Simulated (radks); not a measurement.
Charge is removed step by step from the 3p down level of Sb21+, starting from [Ne] 3s2 3p(up 3, down 3) 3d10 4s2. All-electron calculation, scalar-relativistic Kohn-Sham, BLYP, spin-polarised, spherical densities, finite nucleus; Fermi nuclear charge, rms radius 4.6802 fm. Program: a radial shooting solver on a logarithmic mesh with Libxc functionals.

| removed (e) | E - E(0) (eV) | eigenvalue (eV) | E minus straight line (eV) |
|---|---|---|---|
| 0 | 0.000 | -1328.9 | 0.000 |
| 0.1 | 133.15 | -1335.4 | -2.932 |
| 0.2 | 266.95 | -1341.9 | -5.214 |
| 0.3 | 401.41 | -1348.4 | -6.846 |
| 0.4 | 536.51 | -1354.9 | -7.827 |
| 0.5 | 672.26 | -1361.5 | -8.156 |
| 0.6 | 808.67 | -1368.0 | -7.832 |
| 0.7 | 945.73 | -1374.5 | -6.856 |
| 0.8 | 1083.4 | -1381.1 | -5.225 |
| 0.9 | 1221.8 | -1387.6 | -2.940 |
| 1 | 1360.8 | -1394.2 | 0.000 |

Removing the whole electron costs 1360.8 eV by Delta-SCF, against 1328.9 eV from minus the eigenvalue at the starting occupation. Slater's transition state (half an electron removed) gives 1361.5 eV. Integrating minus the eigenvalue over the occupation (Janak's theorem) gives 1361.5 eV. In this scalar-relativistic scheme the density is built from large components alone, so the theorem holds only approximately. The mean slope of the eigenvalue, de/dn, is 65.2 eV per electron.
